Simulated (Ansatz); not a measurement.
Cartesian coordinates in Å:
```
O -1.105 0.984 -0.657
Ga -0.117 0.159 0.565
S 1.426 -1.331 0.133
Br -0.526 0.731 2.718
H -0.914 0.726 -1.561
H 1.236 -1.269 -1.197
```

The species carries charge 0 and has multiplicity 1.

**Question.** List the r2SCAN/def2-TZVPP orbital energies in eV (the Gaussian-basis code of Ansatz). (Estimate.)

**Answer.** Computed: Occupied: -13122.00, -10123.38, -2409.73, -1695.22, -1525.98, -1525.93, -1525.92, -1245.50, -1101.94, -1101.85, -1101.82, -516.10, -234.87, -214.15, -175.09, -174.91, -174.88, -158.22, -158.15, -158.03, -149.21, -102.13, -101.93, -101.85, -68.93, -68.88, -68.86, -68.73, -68.73, -26.26, -21.88, -21.76, -21.64, -21.58, -21.39, -19.80, -19.07, -13.04, -11.45, -10.20, -9.19, -8.48, -8.30, -7.76, -7.60, -7.18. Lowest empty: -1.92, -1.30, -0.43, 0.45, 1.79, 2.92, 3.25, 4.08.
